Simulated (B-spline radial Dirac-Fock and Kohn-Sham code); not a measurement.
**Neutral fluorine: differential elastic cross section for electrons at 67.3 keV**

Level of theory: relativistic (Dirac) partial waves in the static field of the Dirac-Fock atom with Furness-McCarthy exchange, without polarisation or absorption potentials; a radial atomic solver.

The run's input, task.json:

```json
{"items": [{
  "Z": 9,
  "q": 0,
  "cfg": [[1, 0, 2], [2, 0, 2], [2, 1, 5]],
  "A": 19,
  "rrms": 2.8976,
  "do": "elastic",
  "energies": [[67300.0, 0]],
  "theta": [5, 10, 15, 20, 25, 30, 35, 40, 45, 50, 55, 60, 65, 70, 75, 80, 85, 90, 95, 100, 105, 110, 115, 120, 125, 130, 135, 140, 145, 150, 155, 160, 165, 170, 175]
}]}
```

Run with: `python xray2_run.py task.json out`

```
θ (°)  dσ/dΩ (a₀²/sr)  Sherman function
    5           0.177             0.000
   10          0.0133             0.000
   15         0.00295             0.000
   20        0.000991             0.000
   25        0.000420            -0.001
   30        0.000208            -0.001
   35        0.000114            -0.002
   40        6.83e-05            -0.003
   45        4.35e-05            -0.004
   50        2.91e-05            -0.005
   55        2.03e-05            -0.006
   60        1.47e-05            -0.007
   65        1.09e-05            -0.008
   70        8.32e-06            -0.009
   75        6.50e-06            -0.010
   80        5.17e-06            -0.011
   85        4.19e-06            -0.012
   90        3.45e-06            -0.013
   95        2.89e-06            -0.014
  100        2.45e-06            -0.015
  105        2.10e-06            -0.015
  110        1.83e-06            -0.016
  115        1.61e-06            -0.016
  120        1.43e-06            -0.016
  125        1.29e-06            -0.015
  130        1.17e-06            -0.015
  135        1.07e-06            -0.014
  140        9.90e-07            -0.013
  145        9.25e-07            -0.012
  150        8.73e-07            -0.011
  155        8.31e-07            -0.009
  160        7.98e-07            -0.008
  165        7.73e-07            -0.006
  170        7.56e-07            -0.004
  175        7.46e-07            -0.002
```

The total elastic cross section is 0.0463 a₀², the first transport cross section 0.000161 a₀² and the second, weighted with (3/2) sin²θ, 0.000419 a₀². The mean deflection is ⟨1 − cos θ⟩ = 0.00348, and 0.022 % of the collisions scatter beyond 90°.

Phase shifts modulo π (rad) for κ = −1 to −5: 0.567, 0.429, 0.361, 0.315, 0.282.

Values without a named source are computed, but for edge energies of neutral atoms, which are taken from tables.
